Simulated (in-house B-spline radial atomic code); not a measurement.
How numerical settings move a run on Ru3+, [Kr] 4d5. Computed with an all-electron radial atomic-structure program (B-spline basis): Dirac-Hartree-Fock, average of configuration, Fermi nucleus of rms radius 4.4809 fm.

Command:
```bash
python run_scf.py task.json out
```
Settings of the sound reference run:
```
Z                44
electrons        41
configuration    [Kr] 4d5
hamiltonian      dirac
method           hf
spin_polarised   False
nucleus          fermi
rms_radius       4.4809
mass_number      102
atomic_mass      101.9043
speed_of_light   137.036
knot_spacing     0.22
spline_order     8
gauss_points     12
box_radius       16.22
max_iterations   70
damping          0.5
damped_steps     3
diis_vectors     10
tolerance        1e-08
start            Thomas-Fermi
```

Run time, properties included: 1.9 s on 1 thread of Arm Neoverse N1, on a shared host.

It converges in 10 iterations to -4527.395363 hartree, with 4d5/2 at -43.9115 eV. The other runs change the listed settings, some to values that make no sense; their results aren't properties of the atom or ion. Radii are in bohr (the nuclear one in fm), a minus after a letter asks for a j subshell, and «unchanged» means within 1e-8 hartree. The run stops when the residual is below 10 × tolerance × max(1, Z/10), or a noise floor if that is larger, and the energy moves by less than 1e-8 × √|E| hartree; so very loose and very tight tolerances often act alike.

```tsv
changed settings	outcome
diis_vectors = 1	converged in 22 iterations, energy unchanged, 4d5/2 level +1.4e-05 eV
knot_spacing = 0.15, gauss_points = 8, max_iterations = 75, damping = 0.8, damped_steps = 30	converged in 35 iterations, energy -3.34e-08 hartree from the reference, 4d5/2 level +1.8e-06 eV
first_knot = 2.27e-05, max_iterations = 75, start = bare nucleus	converged in 11 iterations, energy +1.92e-08 hartree from the reference, 4d5/2 level -3.1e-07 eV
diis_vectors = 0	converged in 21 iterations, energy unchanged, 4d5/2 level +5.1e-07 eV
gauss_points = 3	converged in 10 iterations, energy +1.46e-04 hartree from the reference, 4d5/2 level +3.4e-05 eV
max_iterations = 100, diis_vectors = 0, tolerance = 0.001	converged in 11 iterations, energy +2.52e-07 hartree from the reference, 4d5/2 level +2.9e-04 eV
gauss_points = 4	converged in 10 iterations, energy +5.68e-07 hartree from the reference
diis_vectors = 4	converged in 10 iterations, energy unchanged, 4d5/2 level +5.0e-06 eV
start = bare nucleus	converged in 11 iterations, energy unchanged, 4d5/2 level -3.2e-07 eV
electrons = 42, configuration = [Kr] 4d5 5p-1, max_iterations = 60	converged in 10 iterations to -4528.0499 hartree, a different physical problem
gauss_points = 16	converged in 10 iterations, energy unchanged
```

**Question.** What happens with gauss_points = 16, max_iterations = 2, damped_steps = 0, tolerance = 1e-05?

**Answer.** Not converged after 2 iterations, last residual 2.4e-01, last energy +1.91e+00 hartree from the reference.

**Question.** What happens with gauss_points = 5?

**Answer.** Converged in 10 iterations, energy -1.72e-08 hartree from the reference.

**Question.** What happens with diis_vectors = 2?

**Answer.** Converged in 12 iterations, energy unchanged, 4d5/2 level -1.3e-05 eV.

**Question.** What happens with box_radius = 2.43, max_iterations = 12, damping = 0.95, diis_vectors = 2?

**Answer.** Converged in 10 iterations, energy +1.37e+00 hartree from the reference, 4d5/2 level +1.2e+01 eV (the program warns: 4d5/2 reaches the box edge; 3d3/2 reaches the box edge).
